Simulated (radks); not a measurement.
Task: All-electron atom: Pt IV in [Xe] 4f14 5d7. Method: Dirac Kohn-Sham, PBE, spin-unpolarised, spherical densities, point nucleus; open shells fill j = l - 1/2 first; computed with a radial shooting solver on a logarithmic mesh with Libxc functionals.

Spin-orbit splittings of the eigenvalues, e(l+1/2) - e(l-1/2), with zeta = 2 splitting/(2l+1) and mean radii in bohr:

shell  occ.  splitting (eV)  zeta (eV)  <r> j=l-1/2  <r> j=l+1/2
2p        6            1729       1153      0.05906      0.06749
3p        6           380.1      253.4       0.1768       0.1923
3d       10           81.92      32.77       0.1676       0.1723
4p        6           90.53      60.35       0.4179       0.4517
4d       10           16.83      6.733       0.4617       0.4729
4f       14           3.456     0.9875       0.5121       0.5194
5p        6               ?          ?        1.028        1.122
5d        7           1.636     0.6544        1.465        1.510

Estimate the 5p splitting.

Result: 15.18 eV (zeta = 10.12 eV).
